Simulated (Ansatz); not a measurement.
ditellurium (Te2), triplet, geometry from GFN2-xTB (all electrons, no relativity).

The Ansatz (an electronic-structure program) input:
Ansatz 0.2 input:
```yaml
crystal:
  periodic: [false, false, false]
  atoms:
    - {symbol: Te, position_ang: [-0.00000000, -0.00000000, -1.30099916]}
    - {symbol: Te, position_ang: [0.00000000, 0.00000000, 1.30099916]}
basis:
  gaussian:
    orbitals: 3-21G.json
hamiltonian:
  xc: b3lyp5
magnetization: {spin_polarized: true, initial_magnetization: 2}
```
The basis file holds 3-21G in the JSON format of the Basis Set Exchange.

**Question.** What is the computed total energy (B3LYP5/3-21G run with Ansatz)?

**Answer.** -13171.3328 Eh

**Question.** What <S^2> does B3LYP5/3-21G give?

**Answer.** 2.002

**Question.** What is the computed number of basis functions (B3LYP5/3-21G)?

**Answer.** 66
